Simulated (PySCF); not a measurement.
Correlation energy of Fe⁺ (iron, charge +1)

Starting occupation: [Ar] 3d6 4p1, 3d3/2 with m_j = +3/2, 3d5/2 with m_j = -3/2, -1/2, +1/2, +3/2, +5/2, 4p3/2 with m_j = +3/2. All numbers are calculated (PySCF 2.14, X2C-1e with screened-nucleus spin-orbit coupling, Gaussian nucleus, in x2c-TZVPall-2c (6s7p4d1f, 54 functions)). Frozen: [Ne]; 15 electrons correlated; the 6 highest virtual spinors left out.

MP2 pair energies summed by pair of shells (mhartree):

| pair | energy | share (%) |
| --- | --- | --- |
| 3d-3p | -150.83 | 39.6 |
| 3d-3d | -100.34 | 26.3 |
| 3p-3p | -63.84 | 16.8 |
| 3d-3s | -25.26 | 6.6 |
| 3p-3s | -23.94 | 6.3 |
| 3d-4p | -8.87 | 2.3 |
| 3p-4p | -4.46 | 1.2 |
| 3s-3s | -3.29 | 0.9 |
| 3s-4p | -0.30 | 0.1 |

Total MP2 correlation energy: -381.12 mhartree.

The GHF reference relaxed away from the jj start to a determinant that is no pure jj level (⟨S²⟩ = 8.75, ⟨J²⟩ = 35.76); the energies belong to that determinant.

This basis was not built for core-valence correlation, so the inner-shell part is incomplete.
